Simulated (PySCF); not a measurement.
Species: C5H12AlN.
Atom-mapped SMILES: `[CH:1]#[C:2][AlH2-:3][N+:4]([CH3:5])([CH3:6])[CH3:7]` (hydrogens: H8 on C1; H9, H10 on Al3; H11, H12, H13 on C5; H14, H15, H16 on C6; H17, H18, H19 on C7)

Computed with PySCF at CAM-B3LYP/def2-SVPD, non-relativistic, on one gas-phase PBE0-D3(BJ)/def2-SVP geometry that isn't relaxed in the solvent. The solvent is an IEF-PCM continuum (van der Waals radii × 1.2). The model holds no explicit solvent molecules, cavitation or dispersion.

Gas phase at CAM-B3LYP/def2-SVPD: HOMO -8.52 eV, LUMO 0.87 eV, dipole 5.15 D.

**Question.** What does the continuum do to the energy, the frontier levels and the dipole at CAM-B3LYP/def2-SVPD in chloroform and dichloromethane?

**Answer.** 
```csv
solvent,ε,E(solvent) − E(gas) (kcal/mol),polarisation term (kcal/mol),distortion of the solute (kcal/mol),HOMO (eV),LUMO (eV),dipole (D)
chloroform,4.711,-6.68,-7.56,0.88,-8.82,1.06,6.21
dichloromethane,8.93,-7.98,-9.26,1.28,-8.89,1.01,6.43
```

Polarisation term: ½ Σ q·V over the induced surface charges. Distortion: the rise of the solute's own energy as its density leaves the gas-phase optimum. The atom shares or the degeneracy of the LUMO differ from the gas phase in chloroform and dichloromethane, so that column needn't follow one orbital. From chloroform to dichloromethane the lowering changes by a factor 1.19, Onsager's factor (ε − 1)/(2ε + 1) by 1.18 and ε itself by 1.9.

**Question.** Which radius a makes the point-dipole formula ΔE = −[(ε − 1)/(2ε + 1)]·μ²/a³ give the value in dichloromethane, with the gas-phase dipole?

**Answer.** μ = 2.027 au and |ΔE| = 0.01271 Eh give a = 2.72 Å; the farthest nucleus lies 4.43 Å from the centroid of the nuclei, so such a sphere wouldn't even hold the nuclei. The formula assumes a rigid point dipole at the centre of a sphere.

**Question.** How does the static polarisability (CAM-B3LYP/def2-SVPD, frozen core, with the continuum's full static response) change?

**Answer.** 
```csv
medium,isotropic (au),principal values (au),⟨r²⟩ of the electrons (bohr²)
gas,95.9,"85.8, 90.6, 111.5",1088.7
chloroform,119.0,"109.0, 111.6, 136.3",1088.4
dichloromethane,124.6,"115.4, 116.6, 142.0",1088.3
```

The isotropic value in dichloromethane is 1.30 times the gas-phase one; no cavity-field correction is applied. ⟨r²⟩ is taken about the centre of nuclear charge.

Cost: about 60 s of CPU time on one thread; the machine was shared, so the figure is rough. This is the whole response run at CAM-B3LYP/def2-SVPD in dichloromethane, SCF included.

Conformer computed: `[CH:1]#[C:2][AlH2-:3][N+:4]([CH3:5])([CH3:6])[CH3:7]`: C2–Al3–N4–C5 -60°.
